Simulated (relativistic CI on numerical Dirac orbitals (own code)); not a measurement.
# Energy levels of Re XIX

Method of calculation: Dirac-Coulomb-Breit CI, orbitals from a KLI potential per configuration, a model potential for QED, unscaled Slater integrals (own radial code, finite nucleus).

Configurations in the expansion (outside the closed core [Ar] 3d10): 4s²4p⁶4d¹⁰4f¹¹, 4s²4p⁶4d¹⁰4f¹⁰5s, 4s²4p⁶4d¹⁰4f⁹5s², 4s²4p⁶4d¹⁰4f⁹5s5p, 4s²4p⁶4d¹⁰4f¹⁰5p, 4s²4p⁶4d¹⁰4f⁹5p², 4s²4p⁶4d⁹4f¹², 4s²4p⁶4d¹⁰4f¹⁰5d, 4s²4p⁶4d⁹4f¹⁰5s², 4s²4p⁶4d⁸4f¹³, 4s²4p⁶4d¹⁰4f¹⁰6s, 4s²4p⁶4d¹⁰4f¹⁰6p, 4s²4p⁵4d¹⁰4f¹², 4s²4p⁶4d¹⁰4f¹⁰7s, 4s²4p⁴4d¹⁰4f¹³, 4p⁶4d¹⁰4f¹³, 4s4p⁶4d¹⁰4f¹¹5s, 4s4p⁶4d⁹4f¹³, 4s4p⁶4d¹⁰4f¹¹6s. Levels of other configurations are missing.

```csv
No.,Configuration,Term,J,E (cm⁻¹),%,Lifetime (s),jj configuration (%)
41,4s²4p⁶4d¹⁰4f¹¹,²D°,3/2,120314.4,66,1.51e-03,4f5/2^3 4f7/2^8 (65)
42,4f¹⁰(5I)5s,⁶I,9/2,123984.6,76,5.35e-03,4f5/2^5 4f7/2^5 5s (32)
43,4f¹⁰(5F)5s,⁶F,11/2,124889.3,62,8.51e-04,4f7/2^4 5s (53)
44,4f¹⁰(5I)5s,⁶I,7/2,128699.5,79,2.80e-03,4f5/2^4 4f7/2^6 5s (36)
45,4f¹⁰(5I)5s,⁴I,13/2,131633.6,69,1.08e-03,4f5/2^5 4f7/2^5 5s (59)
46,4f¹⁰(5S)5s,⁶S,5/2,132216.6,49,1.31e-03,4f7/2^4 5s (60)
47,4s²4p⁶4d¹⁰4f¹¹,²G°,7/2,132874.5,94,5.99e-03,4f5/2^5 4f7/2^6 (79)
48,4f¹⁰(5F)5s,⁶F,9/2,133259.5,75,1.15e-03,4f5/2^5 4f7/2^5 5s (44)
49,4s²4p⁶4d¹⁰4f¹¹,²F°,5/2,133730.6,73,1.07e-03,4f5/2^3 4f7/2^8 (74)
50,4f¹⁰(3K)5s,⁴K,17/2,137914.0,63,1.59e-03,4f5/2^5 4f7/2^5 5s (46)
51,4f¹⁰(5F)5s,⁶F,3/2,138847.1,36,2.38e-03,4f7/2^4 5s (67)
52,4f¹⁰(5F)5s,⁶F,7/2,139559.3,83,9.15e-04,4f5/2^5 4f7/2^5 5s (62)
53,4f¹⁰(5I)5s,⁴I,11/2,141204.5,55,5.65e-04,4f5/2^5 4f7/2^5 5s (49)
54,4f¹⁰(5F)5s,⁶F,5/2,141297.9,48,2.22e-03,4f5/2^5 4f7/2^5 5s (54)
55,4f¹⁰(5G)5s,⁶G,13/2,141601.6,73,1.95e-03,4f5/2^5 4f7/2^5 5s (47)
56,4f¹⁰(5F)5s,⁴F,9/2,143109.3,30,6.56e-04,4f7/2^4 5s (65)
57,4f¹⁰(3K)5s,⁴K,15/2,144109.8,44,1.51e-03,4f5/2^5 4f7/2^5 5s (62)
58,4s²4p⁶4d¹⁰4f¹¹,²G°,9/2,144286.5,94,2.45e-03,4f5/2^4 4f7/2^7 (67)
59,4f¹⁰(5F)5s,⁶F,1/2,145681.0,68,1.02e-03,4f5/2^5 4f7/2^5 5s (73)
60,4f¹⁰(5G)5s,⁶G,11/2,147575.9,54,2.80e-03,4f5/2^5 4f7/2^5 5s (65)
61,4f¹⁰(5I)5s,⁴I,9/2,147929.5,58,4.33e-04,4f5/2^5 4f7/2^5 5s (47)
62,4f¹⁰(3H)5s,⁴H,11/2,152920.5,30,8.77e-04,4f7/2^4 5s (35)
63,4f¹⁰(5G)5s,⁶G,9/2,153155.8,40,1.47e-04,4f5/2^5 4f7/2^5 5s (50)
64,4f¹⁰(5F)5s,⁶F,3/2,153165.2,35,1.55e-03,4f5/2^5 4f7/2^5 5s (34)
65,4f¹⁰(3L)5s,⁴L,19/2,153531.6,88,6.75e-03,4f5/2^5 4f7/2^5 5s (97)
66,4f¹⁰(5G)5s,⁶G,7/2,154281.9,49,4.88e-04,4f5/2^5 4f7/2^5 5s (54)
67,4f¹⁰(5F)5s,⁶F,5/2,154537.9,26,2.32e-04,4f5/2^5 4f7/2^5 5s (43)
68,4f¹⁰(3K)5s,⁴K,13/2,155105.8,65,1.55e-03,4f5/2^5 4f7/2^5 5s (51)
69,4f¹⁰(3H)5s,⁴H,13/2,156872.0,68,1.55e-04,4f5/2^4 4f7/2^6 5s (51)
70,4f¹⁰(5F)5s,⁴F,7/2,157927.5,62,1.44e-04,4f5/2^5 4f7/2^5 5s (74)
```

Energies count from the lowest computed level; ° marks odd parity; lifetimes are radiative, by E1, M1, E2, M2 decay to levels of this space only. Percentages are summed over parent terms; the parents shown are those of the largest component, closed shells are left out there. Filled j subshells are mostly left out of the jj labels.

The mean weight of the leading LS term, summed over parents, in these 30 levels is 60 %, and that of the leading jj configuration (from the same eigenvectors) 56 %.

At this charge transitions that keep the count of f electrons are usually good to a few per cent. Terms inside the open d or f shell come out 10 to 20 % too wide with unscaled integrals. Levels that differ in their count of f electrons can be misplaced by several ten thousand cm⁻¹, since the correlation energy of f electrons is missing or only estimated; rates across such gaps can be off by orders of magnitude.

LS names give the leading component of a level, which can be under half, so a name can repeat, a term be missing and a line seem to break the LS rules.
